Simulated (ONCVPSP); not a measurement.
# Varying the ONCV potential for zirconium (Zr)

Base potential:

ONCVPSP 4.0.1 input, shortened (lines: element, Z, core and valence counts, functional; n l f; lmax; l rc ep ncon nbas qcut; lloc lpopt rc5 dvloc0; l nproj debl; icmod fcfact rcfact), Wu-Cohen, fully relativistic:

```
  Zr 40.00    7    4  -118130      upf
    1    0    2.00
    2    0    2.00
    2    1    6.00
    3    0    2.00
    3    1    6.00
    3    2   10.00
    4    0    2.00
    4    1    6.00
    4    2    2.00
    5    0    1.00
    5    1    1.00
    2
    0    3.25    0.00    5    9    1.60
    1    2.50    0.00    4    7    5.90
    2    2.40    0.00    4    9    7.40
    4    3    1.80    0.00
    0    2    1.90
    1    2    3.00
    2    2    0.70
    3    5.00    1.45
```

Open shells are filled in proportion to 2j + 1.

Cutoffs, loose and tight: the cutoffs (Ha) at which the residual kinetic energy of the hardest occupied pseudo-wave falls to 1 and 0.1 mHa per electron. They do not see the model core or the augmentation charge, which bear on the density cutoff. Test errors are all-electron minus pseudo excitation energies from the reference, over the configurations 4p6 4d2 5s2 5p0; 4p6 4d2 5s1 5p0; 4p6 4d2 5s0 5p0; 4p6 4d1 5s0 5p0. A dash means not determined; rows that change the core or the reference have their own tests. The largest error is taken over the tests solved by every variant that gives reliable tests at all: 4p6 4d2 5s0 5p0; 4p6 4d2 5s1 5p0; 4p6 4d2 5s2 5p0.

```tsv
change	outcome	cutoff, loose	cutoff, tight	bound ghosts	GHOST(+) flags above zero	largest test error (meV)
base	generated	15 Ha	18 Ha	none	s	-6.3
d: rc 1.84	generated	16 Ha	20 Ha	none	s	-6.6
d: rc 2.08	generated	15 Ha	19 Ha	none	s	-6.5
d: rc 2.42	generated	14 Ha	18 Ha	none	s	-6.3
d: rc 2.52	generated	14 Ha	18 Ha	none	s	-6.2
d: rc 2.8	generated	13 Ha	18 Ha	none	s	-5.7
d: rc 3.02	generated	11 Ha	18 Ha	none	s	-4.1
d: rc 3.26	generated	12 Ha	18 Ha	none	s	-4.7
d: rc 3.48	failed: ERROR pspot: first pseudo wave function has node, program will stop	–	–	–	–	–
```

Task: What comes out with this change to the base: d: rc 1.62; local potential polynomial inside 1.62 bohr (lpopt 3, dvloc0 0 Ha)?

Result: outcome: generated; cutoff, loose: 17 Ha; cutoff, tight: 21 Ha; bound ghosts: none; GHOST(+) flags above zero: s; largest test error (meV): -6.6.

Reading the sweep of the d radius (base included, trends over the rows without a ghost): The loose cutoff is not monotonic: lowest 11 Ha at 3.02 bohr, highest 17 Ha at 1.62 bohr. The generation fails at 3.48 bohr.
